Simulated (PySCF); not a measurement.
**Dipole response of Se⁻ (selenium, charge -1)**

[Ar] 3d10 4s2 4p5, 2P determinant. Calculation: PySCF 2.14, in def2-TZVPPD; the non-relativistic Hamiltonian (point nucleus). Coupled (time-dependent) response in atomic units; α is the mean over directions.

| method | mean α (bohr³) | α xx, yy, zz | C₆ (like pair) | S(−4) |
| --- | --- | --- | --- | --- |
| UHF | 54.30 | 44.79, 59.05, 59.05 | 652.3 | 794.9 |

S(−4) is the Cauchy moment in α(ω) = α(0) + S(−4) ω² + …

Spin-orbit coupling is absent.

α(iu) at UHF:

| u (hartree) | α(iu) (bohr³) |
| --- | --- |
| 0 | 54.30 |
| 0.0500 | 52.40 |
| 0.100 | 47.65 |
| 0.200 | 35.92 |
| 0.300 | 26.34 |
| 0.500 | 15.09 |
| 0.750 | 8.680 |
| 1.00 | 5.594 |
| 1.50 | 2.869 |
| 2.00 | 1.749 |
| 3.00 | 0.8582 |
| 5.00 | 0.3447 |

A single London oscillator, α(iu) = α/(1 + u²/ω²), gives C₆ = (3/4) ω α². Matching the computed C₆ needs ω = 4 × 652.3 / (3 × 54.30²) = 0.295 hartree.

For an ion, C₆ is the dispersion term alone; charge-induced terms of lower order in 1/R come first.

The components differ because the open shell of this determinant is not spherical; for a pure term their mean is the scalar polarisability.
